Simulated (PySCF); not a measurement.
Cl2Sr, charge -1, quartet, geometry from GFN2-xTB of the parent state (such geometries of metal compounds can be far from the true shape) (a state made from the parent by changing its charge; the spin is typed, not shown lowest) (all electrons, no relativity); BLYP/3-21G (PySCF).

Here is a job for PySCF.
```python
from pyscf import gto, scf, dft

mol = gto.M(
    atom='''
Sr    0.21235741   -0.45476054    0.09368183
Cl    1.49087452    0.96121824   -1.82342040
Cl   -1.96555579    0.05530533    1.61401395
''',
    basis='3-21g',
    charge=-1,
    spin=3,
    verbose=4,
)

mf = dft.UKS(mol)
mf.xc = 'blyp'
mf.kernel()
```

Question: Predict the main parts of the log of this PySCF run.

Answer: 
```
PySCF version 2.14.0

[INPUT] verbose = 4
[INPUT] num. atoms = 3
[INPUT] num. electrons = 73
[INPUT] charge = -1
[INPUT] spin (= nelec alpha-beta = 2S) = 3
[INPUT] symmetry False subgroup None
[INPUT] Mole.unit = angstrom
[INPUT] Symbol           X                Y                Z      unit          X                Y                Z       unit  Magmom
[INPUT]  1 Sr     0.212357410000  -0.454760540000   0.093681830000 AA    0.401297345422  -0.859372872859   0.177033001548 Bohr   0.0
[INPUT]  2 Cl     1.490874520000   0.961218240000  -1.823420400000 AA    2.817344528892   1.816439219536  -3.445765165945 Bohr   0.0
[INPUT]  3 Cl    -1.965555790000   0.055305330000   1.614013950000 AA   -3.714362125653   0.104511926929   3.050044326727 Bohr   0.0

nuclear repulsion = 283.634468979764
number of shells = 26
number of NR pGTOs = 120
number of NR cGTOs = 52
basis = 3-21g
ecp = {}

******** <class 'pyscf.dft.uks.UKS'> ********
method = UKS
initial guess = minao
damping factor = 0
level_shift factor = 0
DIIS = <class 'pyscf.scf.diis.CDIIS'>
diis_start_cycle = 1
diis_space = 8
diis_damp = 0
SCF conv_tol = 1e-09
SCF conv_tol_grad = None
SCF max_cycles = 50
direct_scf = True
direct_scf_tol = 1e-13
number electrons alpha = 38  beta = 35
XC library pyscf.dft.libxc version 7.1.2
    S. Lehtola, C. Steigemann, M. J. T. Oliveira, and M. A. L. Marques,  SoftwareX 7, 1–5 (2018)
XC functionals = blyp
    A. D. Becke,  Phys. Rev. A 38, 3098 (1988)
    C. Lee, W. Yang, and R. G. Parr,  Phys. Rev. B 37, 785 (1988)
    B. Miehlich, A. Savin, H. Stoll, and H. Preuss,  Chem. Phys. Lett. 157, 200 (1989)
radial grids:
    Treutler-Ahlrichs [JCP 102, 346 (1995); DOI:10.1063/1.469408] (M4) radial grids

becke partition: Becke, JCP 88, 2547 (1988); DOI:10.1063/1.454033
pruning grids: <function nwchem_prune>
grids dens level: 3
symmetrized grids: False
atomic radii adjust function: <function treutler_atomic_radii_adjust>
small_rho_cutoff = 0
Set gradient conv threshold to 3.16228e-05
tot grids = 59672
init E= -4030.78696318985

cycle= 1 E= -4034.87044046116  delta_E= -4.08  |g|= 0.185  |ddm|=  1.6

cycle= 2 E= -4034.84659994115  delta_E= 0.0238  |g|= 0.252  |ddm|= 1.68

cycle= 3 E= -4034.77536056569  delta_E= 0.0712  |g|= 0.301  |ddm|= 0.988

cycle= 4 E= -4034.81519935197  delta_E= -0.0398  |g|= 0.205  |ddm|= 0.228

cycle= 5 E= -4034.77652044359  delta_E= 0.0387  |g|= 0.287  |ddm|= 1.07

cycle= 6 E= -4034.78170685535  delta_E= -0.00519  |g|= 0.278  |ddm|= 0.0351

cycle= 7 E= -4034.80809821479  delta_E= -0.0264  |g|= 0.222  |ddm|= 0.175

cycle= 8 E= -4034.80925698602  delta_E= -0.00116  |g|= 0.22  |ddm|= 0.00922

cycle= 9 E= -4034.80142100373  delta_E= 0.00784  |g|= 0.237  |ddm|= 0.059

cycle= 10 E= -4034.78312659108  delta_E= 0.0183  |g|= 0.275  |ddm|= 0.117

cycle= 11 E= -4034.80557417867  delta_E= -0.0224  |g|= 0.227  |ddm|= 0.144

cycle= 12 E= -4034.79322682963  delta_E= 0.0123  |g|= 0.256  |ddm|= 1.06

cycle= 13 E= -4034.7803470851  delta_E= 0.0129  |g|= 0.281  |ddm|= 0.0795

cycle= 14 E= -4034.80538729794  delta_E= -0.025  |g|= 0.229  |ddm|= 0.161

cycle= 15 E= -4034.77056723707  delta_E= 0.0348  |g|=  0.3  |ddm|=  1.1

cycle= 16 E= -4034.80136299289  delta_E= -0.0308  |g|= 0.237  |ddm|= 0.186

cycle= 17 E= -4034.80876584719  delta_E= -0.0074  |g|= 0.221  |ddm|= 1.04

cycle= 18 E= -4034.79964798836  delta_E= 0.00912  |g|= 0.242  |ddm|= 0.0771

cycle= 19 E= -4034.81212526986  delta_E= -0.0125  |g|= 0.214  |ddm|= 0.0964

cycle= 20 E= -4034.82311536857  delta_E= -0.011  |g|= 0.199  |ddm|= 0.119

cycle= 21 E= -4034.81299736932  delta_E= 0.0101  |g|= 0.212  |ddm|= 1.01

cycle= 22 E= -4034.80482760824  delta_E= 0.00817  |g|= 0.232  |ddm|= 1.03

cycle= 23 E= -4034.81012752154  delta_E= -0.0053  |g|= 0.221  |ddm|= 0.0434

cycle= 24 E= -4034.81420605818  delta_E= -0.00408  |g|= 0.208  |ddm|= 1.02

cycle= 25 E= -4034.77950640228  delta_E= 0.0347  |g|= 0.282  |ddm|= 0.233

cycle= 26 E= -4034.87288208453  delta_E= -0.0934  |g|= 0.14  |ddm|= 0.527

cycle= 27 E= -4034.81277952143  delta_E= 0.0601  |g|= 0.213  |ddm|= 0.896

cycle= 28 E= -4034.8122241282  delta_E= 0.000555  |g|= 0.214  |ddm|= 1.02

cycle= 29 E= -4034.75026111058  delta_E= 0.062  |g|= 0.336  |ddm|= 0.394

cycle= 30 E= -4034.72681300729  delta_E= 0.0234  |g|= 0.371  |ddm|= 0.12

cycle= 31 E= -4034.7993837478  delta_E= -0.0726  |g|= 0.243  |ddm|= 1.22

cycle= 32 E= -4034.78768634929  delta_E= 0.0117  |g|= 0.268  |ddm|= 1.08

cycle= 33 E= -4034.78586364791  delta_E= 0.00182  |g|= 0.272  |ddm|= 0.0192

cycle= 34 E= -4034.78355259031  delta_E= 0.00231  |g|= 0.276  |ddm|= 0.0166

cycle= 35 E= -4034.80551956235  delta_E= -0.022  |g|= 0.228  |ddm|= 1.08

cycle= 36 E= -4034.80080453005  delta_E= 0.00472  |g|= 0.239  |ddm|= 0.0584

cycle= 37 E= -4034.7992500112  delta_E= 0.00155  |g|= 0.242  |ddm|= 0.039

cycle= 38 E= -4034.81388131326  delta_E= -0.0146  |g|= 0.208  |ddm|= 1.04

cycle= 39 E= -4034.81899290053  delta_E= -0.00511  |g|= 0.205  |ddm|= 1.01

cycle= 40 E= -4034.79741162715  delta_E= 0.0216  |g|= 0.246  |ddm|= 0.177

cycle= 41 E= -4034.80024076732  delta_E= -0.00283  |g|= 0.24  |ddm|= 0.0341

cycle= 42 E= -4034.83445484036  delta_E= -0.0342  |g|= 0.191  |ddm|= 0.264

cycle= 43 E= -4034.79409304377  delta_E= 0.0404  |g|= 0.253  |ddm|= 1.01

cycle= 44 E= -4034.76512863463  delta_E= 0.029  |g|= 0.309  |ddm|= 1.15

cycle= 45 E= -4034.7526960143  delta_E= 0.0124  |g|= 0.33  |ddm|= 0.0653

cycle= 46 E= -4034.73911046052  delta_E= 0.0136  |g|= 0.352  |ddm|= 0.0704

cycle= 47 E= -4034.78610152552  delta_E= -0.047  |g|= 0.27  |ddm|= 1.23

cycle= 48 E= -4034.79289431264  delta_E= -0.00679  |g|= 0.256  |ddm|= 0.0421

cycle= 49 E= -4034.79160756404  delta_E= 0.00129  |g|= 0.259  |ddm|= 1.09

cycle= 50 E= -4034.77829157433  delta_E= 0.0133  |g|= 0.284  |ddm|= 0.0834
SCF not converged.
SCF energy = -4034.77829157433 after 50 cycles  <S^2> = 3.7507045  2S+1 = 4.0003522
```

The run did not converge; its last values are not results.
